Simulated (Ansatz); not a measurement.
A run for Ansatz (a quantum-chemistry and plane-wave program): R-CCSD(T)/def2-TZVPP on H4SSn (SMILES [SH][SnH3]), a point of a torsion scan. Elements past Kr take the def2 small-core potentials; no spin–orbit coupling. The run froze 14 orbitals, filled d shells among them.

Ansatz 0.2 input:
```yaml
crystal:
  periodic: [false, false, false]
  atoms:
    - {symbol: S, position_ang: [1.64940180, 0.81233579, -0.29425955]}
    - {symbol: Sn, position_ang: [-0.58218208, 0.00061877, -0.02070721]}
    - {symbol: H, position_ang: [2.23324132, -0.29373315, 0.13821618]}
    - {symbol: H, position_ang: [-0.69187080, -0.87907069, 1.40003606]}
    - {symbol: H, position_ang: [-1.02015578, -0.98662102, -1.30092918]}
    - {symbol: H, position_ang: [-1.58633811, 1.32540992, 0.03701989]}
basis:
  gaussian:
    orbitals: def2-TZVPP
magnetization: {spin_polarized: false}
correlation: {method: ccsd_t, electrons: outside_noble_gas}
scf: {lower_state_search: off}
```

Output:

```
WARN ansatz: RAYON_NUM_THREADS=1 ignored (pool sized by the plan → 1); use --threads N
Functional definition: HF
these checks for a lower state are left out or cut short: stability, starts, cluster_reference, orbital_swaps, neighbouring_geometries, increment
integrals: 0.33 GiB planned
1004 factors; integrals over basis functions are off by at most 1.1e-3 eV
mean field: 0.40 GiB planned
mean field evaluation 1: about -16685.6550 eV, gradient 1.5e1 eV
mean field evaluation 2: about -16685.7651 eV, gradient 1.5e1 eV
mean field evaluation 4: about -16686.7291 eV, gradient 2.0e0 eV
mean field evaluation 8: about -16686.7483 eV, gradient 1.4e-1 eV
mean field -16686.74841774 eV, -613.2266936677 hartree, gradient 2.0e-6 eV, S^2 0.000000; 0 other end points of the search recorded, 0 dependent functions left out
14 core orbitals not correlated
reference -16686.74841774 eV, -613.2266936677 hartree; 7, 7 occupied and 127, 127 virtual orbitals, 1004 factors
second order -8.03707183 eV of doubles, -0.00000000 eV of singles
coupled cluster: 0.91 GiB planned
cycle   1  -8.81027937 eV  change   -7.7e-1 eV  update   6.9e-2
cycle   2  -9.11731482 eV  change   -3.1e-1 eV  update   2.2e-2
cycle   3  -9.13743384 eV  change   -2.0e-2 eV  update   6.2e-3
cycle   4  -9.13518518 eV  change    2.2e-3 eV  update   1.9e-3
cycle   5  -9.13466057 eV  change    5.2e-4 eV  update   5.9e-4
cycle   6  -9.13452133 eV  change    1.4e-4 eV  update   1.9e-4
cycle   7  -9.13453123 eV  change   -9.9e-6 eV  update   5.5e-5
cycle   8  -9.13454675 eV  change   -1.6e-5 eV  update   2.0e-5
cycle   9  -9.13454447 eV  change    2.3e-6 eV  update   6.4e-6
perturbative correction -0.33648912 eV, -0.0123657471 hartree
Total energy: -16696.21945133 eV, -613.5747477323 hartree
Checks for a lower state left out: stability, starts, cluster_reference, orbital_swaps, neighbouring_geometries, increment
```

The calculation finished and met its thresholds.

Cost: around 10 core-seconds (rough).
